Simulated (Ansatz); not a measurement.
Stepwise reaction of `[SH][Al]([SH])[SH]` with hydrogen chloride, as a gas-phase model of exchange steps in deposition or etching. ΔE in kJ/mol; ΔG adds harmonic PBE0-D4 terms to CCSD(T)/CBS, at 1 bar.

Gas-phase electronic energies from Ansatz, PBE0-D4/def2-TZVP geometries. CCSD(T)/CBS is the MP2 limit (def2-TZVPP, def2-QZVPP) plus CCSD(T) − MP2 in def2-TZVPP, frozen cores. This one scheme is used for every species. DFT in def2-TZVPP. B3LYP here is the variant with VWN-RPA as its local correlation; programs differ in this. One conformer a species, not always the lowest.

```csv
step,reaction,PBE-D4,B3LYP-D4,ωB97M-V,CCSD(T)/CBS,ΔG(400 K)
2,`[SH][Al]([SH])[Cl]` + HCl → `[SH][Al]([Cl])[Cl]` + H₂S,-40.5,-47.2,-47.7,-46.2,-50.5
3,`[SH][Al]([Cl])[Cl]` + HCl → `[Cl][Al]([Cl])[Cl]` + H₂S,-35.7,-42.4,-43.1,-41.9,-39.1
```

Q: Give the row of step 1, `[SH][Al]([SH])[SH]` + HCl → `[SH][Al]([SH])[Cl]` + H₂S. (Estimate.)

A: Computed: 
```
step                                                 reaction  PBE-D4  B3LYP-D4  ωB97M-V  CCSD(T)/CBS  ΔG(400 K)
   1  `[SH][Al]([SH])[SH]` + HCl → `[SH][Al]([SH])[Cl]` + H₂S   -46.2     -52.3    -53.3        -50.9      -46.2
```

Q: By hand: ΔE of the 3 steps together at CCSD(T)/CBS.

A: (-50.9) + (-46.2) + (-41.9) = -139.0 kJ/mol, or -46.3 kJ/mol a step.

In ΔE each step is higher than the one before. All are downhill at CCSD(T)/CBS. ΔG lies between -50.5 and -39.1 kJ/mol a step. PBE-D4 differs from CCSD(T)/CBS by 4.7 to 6.2 kJ/mol a step. Isolated molecules leave out the surface, adducts and barriers. Largest T1 diagnostic: 0.011.
